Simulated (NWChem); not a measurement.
System: CH$_{7}$NSi$_{2}$; SMILES C1N[SiH2][SiH2]1

Here is an NWChem input.

```
start job
memory heap 200 mb stack 900 mb global 1100 mb
geometry units angstroms noautosym nocenter noautoz
  C      1.317260     0.679938     0.000000
  N      1.115934    -0.767561     0.000000
  Si    -0.584759    -1.150838     0.000000
  Si    -0.545864     1.184305     0.000000
  H      1.857833     1.052004     0.891398
  H      1.857833     1.052004    -0.891398
  H      1.929998    -1.372190     0.000000
  H     -1.091594    -1.898874    -1.198692
  H     -1.091594    -1.898874     1.198692
  H     -0.990344     1.935805    -1.214014
  H     -0.990344     1.935805     1.214014
end
basis spherical
  C library def2-svp
  N library def2-svp
  Si library def2-svp
  H library def2-svp
end
dft
  xc m05-2x
  iterations 150
end
cosmo
  do_cosmo_smd true
  solvent propanol
end
task dft energy
```

The geometry was optimised at PBE0/def2-SVP. Solvent: 1-propanol.

Level: M05-2X/def2-SVP with SMD (1 M gas to 1 M solution), gas-phase geometry. Reactions with the solvent are ignored.

What results follow from this input? (M05-2X/def2-SVP, SMD on the gas-phase geometry.) Quantities: solvation free energy (kcal/mol); cavity-dispersion-structure term (kcal/mol); dipole in solution (D).


```yaml
solvation free energy (kcal/mol): -1.7
cavity-dispersion-structure term (kcal/mol): 0.0
dipole in solution (D): 1.22
```
